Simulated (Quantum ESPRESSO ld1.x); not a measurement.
The nuclear charge of the rhodium ion Rh+ is varied continuously with 44 electrons held in [Kr] 4d8. Calculated with ld1.x of Quantum ESPRESSO 7.5: scalar-relativistic Kohn-Sham, LDA (Slater exchange, Perdew-Zunger correlation), spin-unpolarised, spherical densities, point nucleus. By the Hellmann-Feynman theorem dE/dZ = E(electron-nucleus)/Z, the electronic potential at the nucleus. The scalar-relativistic energy here is not variational (the density holds large components alone), so the two differ by a part that grows with Z.

| Z | E (hartree) | E(electron-nucleus)/Z (hartree) | HOMO | e(HOMO) (eV) | <r> HOMO (bohr) |
|---|---|---|---|---|---|
| 44.5 | -4651.7650 | -252.272 | 4d | -8.151 | 1.666 |
| 45 | -4779.2138 | -256.182 | 4d | -13.850 | 1.548 |
| 45.5 | -4908.6297 | -260.087 | 4d | -20.353 | 1.454 |
| 46 | -5040.0114 | -263.989 | 4d | -27.576 | 1.375 |

The central difference of E at Z = 45 is -256.865 hartree, to compare with the third column; the second derivative is -7.87 hartree.
